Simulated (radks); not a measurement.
Values are calculated unless marked as measured or tabulated.
The ruthenium ion Ru2+, 42 electrons, occupied as [Kr] 4d5.5 4f0.5 (fractional occupations, a model configuration). Code: a radial shooting solver on a logarithmic mesh with Libxc functionals. Model: Dirac Kohn-Sham, LDA (Slater exchange, Perdew-Zunger correlation), spin-unpolarised, spherical densities, finite nucleus; open shells are shared between the two j in proportion to 2j + 1; Fermi nuclear charge, rms radius 4.4809 fm.

Normalised radial functions P(r) = r R(r) (large component), r in bohr:

r	4s1/2	4p3/2
0.002894	0.0990	0.0033
0.003369	0.1118	0.0044
0.003954	0.1265	0.0060
0.004603	0.1416	0.0080
0.005359	0.1576	0.0106
0.006289	0.1751	0.0142
0.007321	0.1920	0.0188
0.008523	0.2085	0.0247
0.01	0.2246	0.0327
0.01164	0.2375	0.0426
0.01355	0.2465	0.0551
0.01591	0.2500	0.0718
0.01852	0.2456	0.0914
0.02156	0.2312	0.1153
0.0253	0.2029	0.1453
0.02945	0.1614	0.1785
0.03429	0.1042	0.2158
0.04024	0.0270	0.2580
0.04684	-0.0603	0.2983
0.05453	-0.1564	0.3349
0.06399	-0.2579	0.3635
0.0745	-0.3423	0.3742
0.08672	-0.3996	0.3606
0.1018	-0.4129	0.3118
0.1185	-0.3658	0.2265
0.1379	-0.2526	0.1024
0.1619	-0.0667	-0.0635
0.1884	0.1527	-0.2383
0.2194	0.3764	-0.4041
0.2574	0.5627	-0.5331
0.2997	0.6397	-0.5776
0.3489	0.5801	-0.5198
0.4094	0.3582	-0.3387
0.4766	0.0226	-0.0673
0.5549	-0.3737	0.2623
0.6512	-0.7676	0.6105
0.758	-1.0381	0.8798
0.8825	-1.1556	1.0403
1.036	-1.1063	1.0687
1.206	-0.9327	0.9740
1.404	-0.6979	0.7988
1.647	-0.4518	0.5797
1.917	-0.2626	0.3832
2.232	-0.1331	0.2257
2.62	-0.0551	0.1126
3.05	-0.0199	0.0501
3.55	-0.0059	0.0189
4.166	-0.0013	0.0055
4.85	-0.0002	0.0014
5.646	0.0000	0.0003
6.626	0.0000	0.0000
7.714	0.0000	0.0000
8.98	0.0000	0.0000
10.54	0.0000	0.0000
12.27	0.0000	0.0000
14.28	0.0000	0.0000
16.76	0.0000	0.0000
19.51	0.0000	0.0000

4s1/2: eigenvalue -101.05 eV, 3 radial nodes at r = 0.0423, 0.170, 0.481 bohr, <r> = 1.01 bohr, 90 % of the charge inside 1.47 bohr. 4p3/2: eigenvalue -69.801 eV, 2 radial nodes at r = 0.153, 0.492 bohr, <r> = 1.12 bohr, 90 % of the charge inside 1.66 bohr.
